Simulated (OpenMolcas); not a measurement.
A calculation on Hf²⁺.

```
Program             : OpenMolcas 26.06
Method              : RASSCF
Basis               : ANO-RCC-VQZP [9s8p6d4f3g2h]
Scalar Hamiltonian  : DKH2, point nucleus
Active space        : 8 electrons in 8 orbitals (RAS1 5p, at most 2 holes; RAS2 5d)
State averaging     : 2S+1 = 3 even, 10 roots; 2S+1 = 1 even, 15 roots
Spin-orbit coupling : state interaction with AMFI integrals over the reference wave functions, term energies averaged over their components
```

(1) Which level of the active space comes out lowest?

(2) How high does 5d² ³P₁ lie?

(3) How high does 5d² ³F₄ lie?

(4) How high does 5d² ³F₃ lie?

(5) The level at 11052 cm⁻¹ has J = 2. What is it made of, and what is its g factor?

## Answers

(1) 5d² ³F₂, with 94 % of that term.

(2) 12748 cm⁻¹ above the lowest level.

(3) 6898 cm⁻¹ above the lowest level.

(4) 3495 cm⁻¹ above the lowest level.

(5) 61 % 5d² ¹D₂, 34 % 5d² ³P, 5 % 5d² ³F; g = 1.157, against 1.000 from Landé's formula for the pure leading term.

Without dynamic correlation excited terms often stand tens of per cent too high (terms of higher spin than the ground term too low), and those without a measured partner can miss by more than the paired ones. Active for correlation alone: 5p; no level in the range computed is led by a configuration that opens it, so any true level of that kind is missing. Levels of configurations outside the active space are missing.
